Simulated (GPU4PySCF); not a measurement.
DNBDT (C₂₆H₁₄S₂), SMILES c1ccc2cc3c(cc2c1)sc1cc2c(cc13)sc1cc3ccccc3cc12. Atoms are numbered in the order given.

```xyz
42

C      0.1295     7.9281     0.0000
C      1.4889     7.5052     0.0000
C      1.7951     6.1686     0.0000
C      0.7640     5.1794     0.0000
C      1.0628     3.7917     0.0000
C      0.0488     2.8575     0.0000
C     -1.3139     3.2975     0.0000
C     -1.6382     4.6337     0.0000
C     -0.6000     5.6044     0.0000
C     -0.8843     7.0043     0.0000
S     -2.4523     1.9564     0.0000
C     -1.1369     0.7866     0.0000
C     -1.2898    -0.5974     0.0000
C     -0.1411    -1.3937     0.0000
C      1.1369    -0.7866     0.0000
C      1.2898     0.5974     0.0000
C      0.1411     1.3937     0.0000
S      2.4523    -1.9564     0.0000
C      1.3139    -3.2975     0.0000
C      1.6382    -4.6337     0.0000
C      0.6000    -5.6044     0.0000
C      0.8843    -7.0043     0.0000
C     -0.1295    -7.9281     0.0000
C     -1.4889    -7.5052     0.0000
C     -1.7951    -6.1686     0.0000
C     -0.7640    -5.1794     0.0000
C     -1.0628    -3.7917     0.0000
C     -0.0488    -2.8575     0.0000
H     -0.1031     8.9967     0.0000
H      2.2874     8.2521     0.0000
H      2.8379     5.8377     0.0000
H      2.1098     3.4750     0.0000
H     -2.6813     4.9611     0.0000
H     -1.9297     7.3269     0.0000
H     -2.2840    -1.0510     0.0000
H      2.2840     1.0510     0.0000
H      2.6813    -4.9611     0.0000
H      1.9297    -7.3269     0.0000
H      0.1031    -8.9967     0.0000
H     -2.2874    -8.2521     0.0000
H     -2.8379    -5.8377     0.0000
H     -2.1098    -3.4750     0.0000
```
Charge 0, spin multiplicity 1.

Geometry: ωB97X-D3(BJ)/def2-SVP.

These are ωB97X-D3(BJ)/def2-SVP in GPU4PySCF values and carry that method's errors.

Frequencies are harmonic and unscaled.

Task: Give all harmonic wavenumbers and intensities. (The exact figures need the calculation; the answer reports its results.)

Result: 
```json
[
 {"mode": "1", "ν (cm⁻¹)": "22", "IR (km/mol)": "0.3", "Raman (Å⁴/amu)": "0.0", "depolarisation": "–", "moving atoms (share of kinetic energy)": "C 78 %, S 15 %"},
 {"mode": "2", "ν (cm⁻¹)": "56", "IR (km/mol)": "0.0", "Raman (Å⁴/amu)": "0.0", "depolarisation": "–", "moving atoms (share of kinetic energy)": "C 76 %, H 16 %"},
 {"mode": "3", "ν (cm⁻¹)": "68", "IR (km/mol)": "0.0", "Raman (Å⁴/amu)": "9.0", "depolarisation": "0.75", "moving atoms (share of kinetic energy)": "C 83 %, H 11 %"},
 {"mode": "4", "ν (cm⁻¹)": "68", "IR (km/mol)": "0.2", "Raman (Å⁴/amu)": "0.0", "depolarisation": "–", "moving atoms (share of kinetic energy)": "C 78 %, S 14 %, H 8 %"},
 {"mode": "5", "ν (cm⁻¹)": "102", "IR (km/mol)": "0.0", "Raman (Å⁴/amu)": "2.5", "depolarisation": "0.75", "moving atoms (share of kinetic energy)": "C 66 %, S 21 %, H 12 %"},
 {"mode": "6", "ν (cm⁻¹)": "123", "IR (km/mol)": "0.7", "Raman (Å⁴/amu)": "0.0", "depolarisation": "–", "moving atoms (share of kinetic energy)": "C 77 %, S 14 %, H 8 %"},
 {"mode": "7", "ν (cm⁻¹)": "132", "IR (km/mol)": "0.0", "Raman (Å⁴/amu)": "5.4", "depolarisation": "0.46", "moving atoms (share of kinetic energy)": "C 77 %, S 16 %"},
 {"mode": "8", "ν (cm⁻¹)": "147", "IR (km/mol)": "0.0", "Raman (Å⁴/amu)": "0.0", "depolarisation": "–", "moving atoms (share of kinetic energy)": "C 59 %, S 34 %"},
 {"mode": "9", "ν (cm⁻¹)": "195", "IR (km/mol)": "0.0", "Raman (Å⁴/amu)": "3.1", "depolarisation": "0.75", "moving atoms (share of kinetic energy)": "C 83 %, H 12 %"},
 {"mode": "10", "ν (cm⁻¹)": "231", "IR (km/mol)": "0.0", "Raman (Å⁴/amu)": "3.3", "depolarisation": "0.11", "moving atoms (share of kinetic energy)": "C 86 %"},
 {"mode": "11", "ν (cm⁻¹)": "257", "IR (km/mol)": "0.0", "Raman (Å⁴/amu)": "0.2", "depolarisation": "0.75", "moving atoms (share of kinetic energy)": "C 83 %, H 17 %"},
 {"mode": "12", "ν (cm⁻¹)": "270", "IR (km/mol)": "0.0", "Raman (Å⁴/amu)": "0.0", "depolarisation": "–", "moving atoms (share of kinetic energy)": "C 75 %, H 17 %, S 9 %"},
 {"mode": "13", "ν (cm⁻¹)": "284", "IR (km/mol)": "0.9", "Raman (Å⁴/amu)": "0.0", "depolarisation": "–", "moving atoms (share of kinetic energy)": "C 76 %, S 14 %, H 10 %"},
 {"mode": "14", "ν (cm⁻¹)": "303", "IR (km/mol)": "0.0", "Raman (Å⁴/amu)": "0.0", "depolarisation": "–", "moving atoms (share of kinetic energy)": "C 90 %, H 9 %"},
 {"mode": "15", "ν (cm⁻¹)": "303", "IR (km/mol)": "0.0", "Raman (Å⁴/amu)": "0.7", "depolarisation": "0.75", "moving atoms (share of kinetic energy)": "C 75 %, S 17 %"},
 {"mode": "16", "ν (cm⁻¹)": "350", "IR (km/mol)": "0.0", "Raman (Å⁴/amu)": "1.4", "depolarisation": "0.35", "moving atoms (share of kinetic energy)": "C 54 %, S 37 %, H 9 %"},
 {"mode": "17", "ν (cm⁻¹)": "369", "IR (km/mol)": "0.5", "Raman (Å⁴/amu)": "0.0", "depolarisation": "–", "moving atoms (share of kinetic energy)": "C 65 %, S 30 %"},
 {"mode": "18", "ν (cm⁻¹)": "370", "IR (km/mol)": "0.0", "Raman (Å⁴/amu)": "11.5", "depolarisation": "0.56", "moving atoms (share of kinetic energy)": "S 63 %, C 34 %"},
 {"mode": "19", "ν (cm⁻¹)": "380", "IR (km/mol)": "0.0", "Raman (Å⁴/amu)": "0.5", "depolarisation": "0.75", "moving atoms (share of kinetic energy)": "C 85 %, H 14 %"},
 {"mode": "20", "ν (cm⁻¹)": "414", "IR (km/mol)": "5.0", "Raman (Å⁴/amu)": "0.0", "depolarisation": "–", "moving atoms (share of kinetic energy)": "C 73 %, S 21 %"},
 {"mode": "21", "ν (cm⁻¹)": "423", "IR (km/mol)": "5.1", "Raman (Å⁴/amu)": "0.0", "depolarisation": "–", "moving atoms (share of kinetic energy)": "C 75 %, H 25 %"},
 {"mode": "22", "ν (cm⁻¹)": "443", "IR (km/mol)": "0.5", "Raman (Å⁴/amu)": "0.0", "depolarisation": "–", "moving atoms (share of kinetic energy)": "C 69 %, H 31 %"},
 {"mode": "23", "ν (cm⁻¹)": "454", "IR (km/mol)": "0.0", "Raman (Å⁴/amu)": "14.1", "depolarisation": "0.75", "moving atoms (share of kinetic energy)": "C 81 %, H 19 %"},
 {"mode": "24", "ν (cm⁻¹)": "496", "IR (km/mol)": "0.0", "Raman (Å⁴/amu)": "0.4", "depolarisation": "0.75", "moving atoms (share of kinetic energy)": "C 69 %, H 31 %"},
 {"mode": "25", "ν (cm⁻¹)": "496", "IR (km/mol)": "31.5", "Raman (Å⁴/amu)": "0.0", "depolarisation": "–", "moving atoms (share of kinetic energy)": "C 67 %, H 33 %"},
 {"mode": "26", "ν (cm⁻¹)": "537", "IR (km/mol)": "0.0", "Raman (Å⁴/amu)": "6.9", "depolarisation": "0.16", "moving atoms (share of kinetic energy)": "C 79 %, S 13 %, H 8 %"},
 {"mode": "27", "ν (cm⁻¹)": "551", "IR (km/mol)": "0.0", "Raman (Å⁴/amu)": "12.7", "depolarisation": "0.72", "moving atoms (share of kinetic energy)": "C 75 %, S 19 %"},
 {"mode": "28", "ν (cm⁻¹)": "552", "IR (km/mol)": "0.5", "Raman (Å⁴/amu)": "0.0", "depolarisation": "–", "moving atoms (share of kinetic energy)": "C 80 %, H 19 %"},
 {"mode": "29", "ν (cm⁻¹)": "559", "IR (km/mol)": "0.2", "Raman (Å⁴/amu)": "0.0", "depolarisation": "–", "moving atoms (share of kinetic energy)": "C 65 %, S 27 %, H 8 %"},
 {"mode": "30", "ν (cm⁻¹)": "563", "IR (km/mol)": "0.0", "Raman (Å⁴/amu)": "1.0", "depolarisation": "0.75", "moving atoms (share of kinetic energy)": "C 78 %, H 21 %"},
 {"mode": "31", "ν (cm⁻¹)": "588", "IR (km/mol)": "4.9", "Raman (Å⁴/amu)": "0.0", "depolarisation": "–", "moving atoms (share of kinetic energy)": "C 72 %, S 23 %"},
 {"mode": "32", "ν (cm⁻¹)": "602", "IR (km/mol)": "0.0", "Raman (Å⁴/amu)": "4.9", "depolarisation": "0.74", "moving atoms (share of kinetic energy)": "C 80 %, H 10 %, S 10 %"},
 {"mode": "33", "ν (cm⁻¹)": "623", "IR (km/mol)": "25.6", "Raman (Å⁴/amu)": "0.0", "depolarisation": "–", "moving atoms (share of kinetic energy)": "C 89 %"},
 {"mode": "34", "ν (cm⁻¹)": "623", "IR (km/mol)": "0.0", "Raman (Å⁴/amu)": "15.2", "depolarisation": "0.52", "moving atoms (share of kinetic energy)": "C 89 %"},
 {"mode": "35", "ν (cm⁻¹)": "652", "IR (km/mol)": "17.8", "Raman (Å⁴/amu)": "0.0", "depolarisation": "–", "moving atoms (share of kinetic energy)": "C 75 %, S 18 %"},
 {"mode": "36", "ν (cm⁻¹)": "655", "IR (km/mol)": "0.6", "Raman (Å⁴/amu)": "0.0", "depolarisation": "–", "moving atoms (share of kinetic energy)": "C 92 %"},
 {"mode": "37", "ν (cm⁻¹)": "672", "IR (km/mol)": "0.0", "Raman (Å⁴/amu)": "2.4", "depolarisation": "0.46", "moving atoms (share of kinetic energy)": "C 89 %"},
 {"mode": "38", "ν (cm⁻¹)": "723", "IR (km/mol)": "0.0", "Raman (Å⁴/amu)": "0.5", "depolarisation": "0.75", "moving atoms (share of kinetic energy)": "C 89 %, H 11 %"},
 {"mode": "39", "ν (cm⁻¹)": "740", "IR (km/mol)": "5.2", "Raman (Å⁴/amu)": "0.0", "depolarisation": "–", "moving atoms (share of kinetic energy)": "C 86 %, H 8 %"},
 {"mode": "40", "ν (cm⁻¹)": "756", "IR (km/mol)": "0.0", "Raman (Å⁴/amu)": "57.2", "depolarisation": "0.13", "moving atoms (share of kinetic energy)": "C 88 %"},
 {"mode": "41", "ν (cm⁻¹)": "767", "IR (km/mol)": "24.2", "Raman (Å⁴/amu)": "0.0", "depolarisation": "–", "moving atoms (share of kinetic energy)": "C 64 %, H 36 %"},
 {"mode": "42", "ν (cm⁻¹)": "774", "IR (km/mol)": "0.0", "Raman (Å⁴/amu)": "3.0", "depolarisation": "0.75", "moving atoms (share of kinetic energy)": "H 76 %, C 24 %"},
 {"mode": "43", "ν (cm⁻¹)": "781", "IR (km/mol)": "41.1", "Raman (Å⁴/amu)": "0.0", "depolarisation": "–", "moving atoms (share of kinetic energy)": "H 54 %, C 46 %"},
 {"mode": "44", "ν (cm⁻¹)": "802", "IR (km/mol)": "0.0", "Raman (Å⁴/amu)": "89.1", "depolarisation": "0.14", "moving atoms (share of kinetic energy)": "C 87 %, H 12 %"},
 {"mode": "45", "ν (cm⁻¹)": "803", "IR (km/mol)": "0.0", "Raman (Å⁴/amu)": "5.6", "depolarisation": "0.75", "moving atoms (share of kinetic energy)": "C 70 %, H 30 %"},
 {"mode": "46", "ν (cm⁻¹)": "808", "IR (km/mol)": "0.0", "Raman (Å⁴/amu)": "0.0", "depolarisation": "–", "moving atoms (share of kinetic energy)": "C 64 %, H 36 %"},
 {"mode": "47", "ν (cm⁻¹)": "808", "IR (km/mol)": "0.0", "Raman (Å⁴/amu)": "3.8", "depolarisation": "0.75", "moving atoms (share of kinetic energy)": "C 62 %, H 38 %"},
 {"mode": "48", "ν (cm⁻¹)": "816", "IR (km/mol)": "1.9", "Raman (Å⁴/amu)": "0.0", "depolarisation": "–", "moving atoms (share of kinetic energy)": "C 82 %, H 18 %"},
 {"mode": "49", "ν (cm⁻¹)": "857", "IR (km/mol)": "0.0", "Raman (Å⁴/amu)": "30.0", "depolarisation": "0.22", "moving atoms (share of kinetic energy)": "C 84 %, H 9 %"},
 {"mode": "50", "ν (cm⁻¹)": "884", "IR (km/mol)": "0.4", "Raman (Å⁴/amu)": "0.0", "depolarisation": "–", "moving atoms (share of kinetic energy)": "H 72 %, C 28 %"},
 {"mode": "51", "ν (cm⁻¹)": "885", "IR (km/mol)": "0.0", "Raman (Å⁴/amu)": "0.8", "depolarisation": "0.75", "moving atoms (share of kinetic energy)": "H 72 %, C 28 %"},
 {"mode": "52", "ν (cm⁻¹)": "905", "IR (km/mol)": "3.0", "Raman (Å⁴/amu)": "0.0", "depolarisation": "–", "moving atoms (share of kinetic energy)": "C 89 %, H 9 %"},
 {"mode": "53", "ν (cm⁻¹)": "921", "IR (km/mol)": "64.6", "Raman (Å⁴/amu)": "0.0", "depolarisation": "–", "moving atoms (share of kinetic energy)": "H 66 %, C 34 %"},
 {"mode": "54", "ν (cm⁻¹)": "925", "IR (km/mol)": "0.0", "Raman (Å⁴/amu)": "0.4", "depolarisation": "0.75", "moving atoms (share of kinetic energy)": "H 66 %, C 34 %"},
 {"mode": "55", "ν (cm⁻¹)": "927", "IR (km/mol)": "0.0", "Raman (Å⁴/amu)": "3.4", "depolarisation": "0.35", "moving atoms (share of kinetic energy)": "C 88 %, H 11 %"},
 {"mode": "56", "ν (cm⁻¹)": "932", "IR (km/mol)": "12.1", "Raman (Å⁴/amu)": "0.0", "depolarisation": "–", "moving atoms (share of kinetic energy)": "H 61 %, C 39 %"},
 {"mode": "57", "ν (cm⁻¹)": "933", "IR (km/mol)": "0.0", "Raman (Å⁴/amu)": "7.4", "depolarisation": "0.75", "moving atoms (share of kinetic energy)": "H 56 %, C 44 %"},
 {"mode": "58", "ν (cm⁻¹)": "952", "IR (km/mol)": "1.8", "Raman (Å⁴/amu)": "0.0", "depolarisation": "–", "moving atoms (share of kinetic energy)": "C 51 %, H 49 %"},
 {"mode": "59", "ν (cm⁻¹)": "953", "IR (km/mol)": "0.0", "Raman (Å⁴/amu)": "11.1", "depolarisation": "0.75", "moving atoms (share of kinetic energy)": "C 53 %, H 47 %"},
 {"mode": "60", "ν (cm⁻¹)": "994", "IR (km/mol)": "23.6", "Raman (Å⁴/amu)": "0.0", "depolarisation": "–", "moving atoms (share of kinetic energy)": "C 84 %, H 14 %"},
 {"mode": "61", "ν (cm⁻¹)": "1014", "IR (km/mol)": "0.0", "Raman (Å⁴/amu)": "1.1", "depolarisation": "0.75", "moving atoms (share of kinetic energy)": "H 71 %, C 29 %"},
 {"mode": "62", "ν (cm⁻¹)": "1014", "IR (km/mol)": "3.8", "Raman (Å⁴/amu)": "0.0", "depolarisation": "–", "moving atoms (share of kinetic energy)": "H 71 %, C 29 %"},
 {"mode": "63", "ν (cm⁻¹)": "1041", "IR (km/mol)": "0.0", "Raman (Å⁴/amu)": "0.0", "depolarisation": "–", "moving atoms (share of kinetic energy)": "H 72 %, C 28 %"},
 {"mode": "64", "ν (cm⁻¹)": "1041", "IR (km/mol)": "0.0", "Raman (Å⁴/amu)": "0.3", "depolarisation": "0.75", "moving atoms (share of kinetic energy)": "H 72 %, C 28 %"},
 {"mode": "65", "ν (cm⁻¹)": "1052", "IR (km/mol)": "0.0", "Raman (Å⁴/amu)": "84.8", "depolarisation": "0.25", "moving atoms (share of kinetic energy)": "C 82 %, H 15 %"},
 {"mode": "66", "ν (cm⁻¹)": "1054", "IR (km/mol)": "4.7", "Raman (Å⁴/amu)": "0.0", "depolarisation": "–", "moving atoms (share of kinetic energy)": "C 59 %, H 41 %"},
 {"mode": "67", "ν (cm⁻¹)": "1055", "IR (km/mol)": "0.0", "Raman (Å⁴/amu)": "19.9", "depolarisation": "0.14", "moving atoms (share of kinetic energy)": "C 63 %, H 37 %"},
 {"mode": "68", "ν (cm⁻¹)": "1103", "IR (km/mol)": "27.3", "Raman (Å⁴/amu)": "0.0", "depolarisation": "–", "moving atoms (share of kinetic energy)": "H 55 %, C 44 %"},
 {"mode": "69", "ν (cm⁻¹)": "1120", "IR (km/mol)": "22.0", "Raman (Å⁴/amu)": "0.0", "depolarisation": "–", "moving atoms (share of kinetic energy)": "C 65 %, H 33 %"},
 {"mode": "70", "ν (cm⁻¹)": "1129", "IR (km/mol)": "0.0", "Raman (Å⁴/amu)": "39.4", "depolarisation": "0.48", "moving atoms (share of kinetic energy)": "C 61 %, H 37 %"},
 {"mode": "71", "ν (cm⁻¹)": "1159", "IR (km/mol)": "0.0", "Raman (Å⁴/amu)": "25.8", "depolarisation": "0.70", "moving atoms (share of kinetic energy)": "H 71 %, C 28 %"},
 {"mode": "72", "ν (cm⁻¹)": "1160", "IR (km/mol)": "7.0", "Raman (Å⁴/amu)": "0.0", "depolarisation": "–", "moving atoms (share of kinetic energy)": "H 69 %, C 31 %"},
 {"mode": "73", "ν (cm⁻¹)": "1167", "IR (km/mol)": "13.4", "Raman (Å⁴/amu)": "0.0", "depolarisation": "–", "moving atoms (share of kinetic energy)": "H 72 %, C 28 %"},
 {"mode": "74", "ν (cm⁻¹)": "1168", "IR (km/mol)": "0.0", "Raman (Å⁴/amu)": "29.8", "depolarisation": "0.58", "moving atoms (share of kinetic energy)": "H 71 %, C 29 %"},
 {"mode": "75", "ν (cm⁻¹)": "1210", "IR (km/mol)": "2.7", "Raman (Å⁴/amu)": "0.0", "depolarisation": "–", "moving atoms (share of kinetic energy)": "H 53 %, C 47 %"},
 {"mode": "76", "ν (cm⁻¹)": "1214", "IR (km/mol)": "0.0", "Raman (Å⁴/amu)": "50.3", "depolarisation": "0.29", "moving atoms (share of kinetic energy)": "H 50 %, C 49 %"},
 {"mode": "77", "ν (cm⁻¹)": "1243", "IR (km/mol)": "6.8", "Raman (Å⁴/amu)": "0.0", "depolarisation": "–", "moving atoms (share of kinetic energy)": "H 70 %, C 29 %"},
 {"mode": "78", "ν (cm⁻¹)": "1244", "IR (km/mol)": "0.0", "Raman (Å⁴/amu)": "126.0", "depolarisation": "0.31", "moving atoms (share of kinetic energy)": "H 71 %, C 29 %"},
 {"mode": "79", "ν (cm⁻¹)": "1251", "IR (km/mol)": "0.0", "Raman (Å⁴/amu)": "13.1", "depolarisation": "0.32", "moving atoms (share of kinetic energy)": "H 78 %, C 22 %"},
 {"mode": "80", "ν (cm⁻¹)": "1255", "IR (km/mol)": "19.8", "Raman (Å⁴/amu)": "0.0", "depolarisation": "–", "moving atoms (share of kinetic energy)": "C 76 %, H 24 %"},
 {"mode": "81", "ν (cm⁻¹)": "1290", "IR (km/mol)": "0.0", "Raman (Å⁴/amu)": "44.4", "depolarisation": "0.27", "moving atoms (share of kinetic energy)": "H 54 %, C 46 %"},
 {"mode": "82", "ν (cm⁻¹)": "1294", "IR (km/mol)": "9.4", "Raman (Å⁴/amu)": "0.0", "depolarisation": "–", "moving atoms (share of kinetic energy)": "C 54 %, H 46 %"},
 {"mode": "83", "ν (cm⁻¹)": "1328", "IR (km/mol)": "69.6", "Raman (Å⁴/amu)": "0.0", "depolarisation": "–", "moving atoms (share of kinetic energy)": "C 90 %, H 10 %"},
 {"mode": "84", "ν (cm⁻¹)": "1329", "IR (km/mol)": "0.0", "Raman (Å⁴/amu)": "1809.1", "depolarisation": "0.29", "moving atoms (share of kinetic energy)": "C 89 %, H 11 %"},
 {"mode": "85", "ν (cm⁻¹)": "1380", "IR (km/mol)": "0.0", "Raman (Å⁴/amu)": "257.7", "depolarisation": "0.30", "moving atoms (share of kinetic energy)": "C 63 %, H 37 %"},
 {"mode": "86", "ν (cm⁻¹)": "1381", "IR (km/mol)": "28.8", "Raman (Å⁴/amu)": "0.0", "depolarisation": "–", "moving atoms (share of kinetic energy)": "C 66 %, H 34 %"},
 {"mode": "87", "ν (cm⁻¹)": "1426", "IR (km/mol)": "23.1", "Raman (Å⁴/amu)": "0.0", "depolarisation": "–", "moving atoms (share of kinetic energy)": "C 79 %, H 21 %"},
 {"mode": "88", "ν (cm⁻¹)": "1431", "IR (km/mol)": "0.0", "Raman (Å⁴/amu)": "334.6", "depolarisation": "0.33", "moving atoms (share of kinetic energy)": "C 77 %, H 23 %"},
 {"mode": "89", "ν (cm⁻¹)": "1435", "IR (km/mol)": "7.5", "Raman (Å⁴/amu)": "0.0", "depolarisation": "–", "moving atoms (share of kinetic energy)": "C 73 %, H 27 %"},
 {"mode": "90", "ν (cm⁻¹)": "1449", "IR (km/mol)": "0.0", "Raman (Å⁴/amu)": "342.0", "depolarisation": "0.21", "moving atoms (share of kinetic energy)": "C 81 %, H 19 %"},
 {"mode": "91", "ν (cm⁻¹)": "1469", "IR (km/mol)": "23.6", "Raman (Å⁴/amu)": "0.0", "depolarisation": "–", "moving atoms (share of kinetic energy)": "C 94 %"},
 {"mode": "92", "ν (cm⁻¹)": "1491", "IR (km/mol)": "0.0", "Raman (Å⁴/amu)": "2615.5", "depolarisation": "0.29", "moving atoms (share of kinetic energy)": "C 82 %, H 18 %"},
 {"mode": "93", "ν (cm⁻¹)": "1494", "IR (km/mol)": "20.7", "Raman (Å⁴/amu)": "0.0", "depolarisation": "–", "moving atoms (share of kinetic energy)": "C 77 %, H 23 %"},
 {"mode": "94", "ν (cm⁻¹)": "1508", "IR (km/mol)": "67.1", "Raman (Å⁴/amu)": "0.0", "depolarisation": "–", "moving atoms (share of kinetic energy)": "C 78 %, H 21 %"},
 {"mode": "95", "ν (cm⁻¹)": "1519", "IR (km/mol)": "0.0", "Raman (Å⁴/amu)": "1390.0", "depolarisation": "0.31", "moving atoms (share of kinetic energy)": "C 84 %, H 16 %"},
 {"mode": "96", "ν (cm⁻¹)": "1553", "IR (km/mol)": "5.4", "Raman (Å⁴/amu)": "0.0", "depolarisation": "–", "moving atoms (share of kinetic energy)": "C 90 %, H 10 %"},
 {"mode": "97", "ν (cm⁻¹)": "1569", "IR (km/mol)": "0.0", "Raman (Å⁴/amu)": "7.2", "depolarisation": "0.45", "moving atoms (share of kinetic energy)": "C 84 %, H 16 %"},
 {"mode": "98", "ν (cm⁻¹)": "1574", "IR (km/mol)": "49.0", "Raman (Å⁴/amu)": "0.0", "depolarisation": "–", "moving atoms (share of kinetic energy)": "C 85 %, H 15 %"},
 {"mode": "99", "ν (cm⁻¹)": "1642", "IR (km/mol)": "0.0", "Raman (Å⁴/amu)": "166.6", "depolarisation": "0.35", "moving atoms (share of kinetic energy)": "C 98 %"},
 {"mode": "100", "ν (cm⁻¹)": "1677", "IR (km/mol)": "0.0", "Raman (Å⁴/amu)": "63.2", "depolarisation": "0.68", "moving atoms (share of kinetic energy)": "C 95 %"},
 {"mode": "101", "ν (cm⁻¹)": "1677", "IR (km/mol)": "2.1", "Raman (Å⁴/amu)": "0.0", "depolarisation": "–", "moving atoms (share of kinetic energy)": "C 95 %"},
 {"mode": "102", "ν (cm⁻¹)": "1706", "IR (km/mol)": "0.0", "Raman (Å⁴/amu)": "165.4", "depolarisation": "0.47", "moving atoms (share of kinetic energy)": "C 94 %"},
 {"mode": "103", "ν (cm⁻¹)": "1711", "IR (km/mol)": "15.5", "Raman (Å⁴/amu)": "0.0", "depolarisation": "–", "moving atoms (share of kinetic energy)": "C 93 %"},
 {"mode": "104", "ν (cm⁻¹)": "1715", "IR (km/mol)": "0.0", "Raman (Å⁴/amu)": "3756.9", "depolarisation": "0.35", "moving atoms (share of kinetic energy)": "C 94 %"},
 {"mode": "105", "ν (cm⁻¹)": "1742", "IR (km/mol)": "0.0", "Raman (Å⁴/amu)": "1510.7", "depolarisation": "0.34", "moving atoms (share of kinetic energy)": "C 94 %"},
 {"mode": "106", "ν (cm⁻¹)": "1743", "IR (km/mol)": "20.7", "Raman (Å⁴/amu)": "0.0", "depolarisation": "–", "moving atoms (share of kinetic energy)": "C 94 %"},
 {"mode": "107", "ν (cm⁻¹)": "3205", "IR (km/mol)": "1.5", "Raman (Å⁴/amu)": "0.0", "depolarisation": "–", "moving atoms (share of kinetic energy)": "H 92 %"},
 {"mode": "108", "ν (cm⁻¹)": "3205", "IR (km/mol)": "0.0", "Raman (Å⁴/amu)": "13.2", "depolarisation": "0.74", "moving atoms (share of kinetic energy)": "H 92 %"},
 {"mode": "109", "ν (cm⁻¹)": "3209", "IR (km/mol)": "1.0", "Raman (Å⁴/amu)": "0.0", "depolarisation": "–", "moving atoms (share of kinetic energy)": "H 92 %, C 8 %"},
 {"mode": "110", "ν (cm⁻¹)": "3209", "IR (km/mol)": "0.0", "Raman (Å⁴/amu)": "137.5", "depolarisation": "0.73", "moving atoms (share of kinetic energy)": "H 92 %, C 8 %"},
 {"mode": "111", "ν (cm⁻¹)": "3212", "IR (km/mol)": "0.0", "Raman (Å⁴/amu)": "81.2", "depolarisation": "0.58", "moving atoms (share of kinetic energy)": "H 92 %, C 8 %"},
 {"mode": "112", "ν (cm⁻¹)": "3212", "IR (km/mol)": "6.8", "Raman (Å⁴/amu)": "0.2", "depolarisation": "0.58", "moving atoms (share of kinetic energy)": "H 92 %, C 8 %"},
 {"mode": "113", "ν (cm⁻¹)": "3218", "IR (km/mol)": "1.7", "Raman (Å⁴/amu)": "0.0", "depolarisation": "–", "moving atoms (share of kinetic energy)": "H 91 %, C 9 %"},
 {"mode": "114", "ν (cm⁻¹)": "3219", "IR (km/mol)": "0.0", "Raman (Å⁴/amu)": "207.8", "depolarisation": "0.34", "moving atoms (share of kinetic energy)": "H 91 %, C 9 %"},
 {"mode": "115", "ν (cm⁻¹)": "3223", "IR (km/mol)": "35.2", "Raman (Å⁴/amu)": "0.0", "depolarisation": "–", "moving atoms (share of kinetic energy)": "H 91 %, C 9 %"},
 {"mode": "116", "ν (cm⁻¹)": "3223", "IR (km/mol)": "0.0", "Raman (Å⁴/amu)": "316.4", "depolarisation": "0.70", "moving atoms (share of kinetic energy)": "H 91 %, C 9 %"},
 {"mode": "117", "ν (cm⁻¹)": "3225", "IR (km/mol)": "4.5", "Raman (Å⁴/amu)": "0.0", "depolarisation": "–", "moving atoms (share of kinetic energy)": "H 91 %, C 9 %"},
 {"mode": "118", "ν (cm⁻¹)": "3226", "IR (km/mol)": "0.0", "Raman (Å⁴/amu)": "105.4", "depolarisation": "0.30", "moving atoms (share of kinetic energy)": "H 91 %, C 9 %"},
 {"mode": "119", "ν (cm⁻¹)": "3234", "IR (km/mol)": "42.3", "Raman (Å⁴/amu)": "0.1", "depolarisation": "0.15", "moving atoms (share of kinetic energy)": "H 91 %, C 9 %"},
 {"mode": "120", "ν (cm⁻¹)": "3234", "IR (km/mol)": "0.0", "Raman (Å⁴/amu)": "991.4", "depolarisation": "0.15", "moving atoms (share of kinetic energy)": "H 91 %, C 9 %"}
]
```
